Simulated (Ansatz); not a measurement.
System: sum formula H8Si2N2O (charge 0, singlet). 
Coordinates optimised at B3LYP-D3(BJ)/def2-TZVP (Ansatz, a first-principles code):
SMILES: N[SiH2]O[SiH2]N
```xyz
13

N      2.4636     0.4837     0.1119
Si     1.4059    -0.8536    -0.0272
O     -0.1418    -0.5062    -0.4425
Si    -1.6445    -0.0540     0.0332
N     -1.9018     1.6281     0.2079
H      2.8049     0.9769    -0.6975
H      2.4767     1.0666     0.9330
H      1.9330    -1.7234    -1.0962
H      1.3899    -1.5179     1.2953
H     -2.5684    -0.5355    -1.0118
H     -1.9109    -0.6608     1.3565
H     -1.5990     2.1290     1.0275
H     -1.9841     2.2383    -0.5894
```

Computed values are from Ansatz. Correlated levels leave the core frozen unless marked. UHF or UKS for open shells. Spin-orbit coupling is left out. Non-relativistic. CBS(X,Y): correlation extrapolated as X^-3; Hartree-Fock from the larger set.

```
Item                                                                   Value
---------------------  -----------------------------------------------------
atomisation energy De  4602.6 kJ/mol at CCSD(T)/CBS(cc-pV(T+d)Z,cc-pV(Q+d)Z)
total energy            -767.6955 Eh at CCSD(T)/CBS(cc-pV(T+d)Z,cc-pV(Q+d)Z)
dipole moment                              2.47 D at CCSD(T)/aug-cc-pV(D+d)Z
T1 diagnostic                                      0.011 at CCSD/cc-pV(Q+d)Z
```
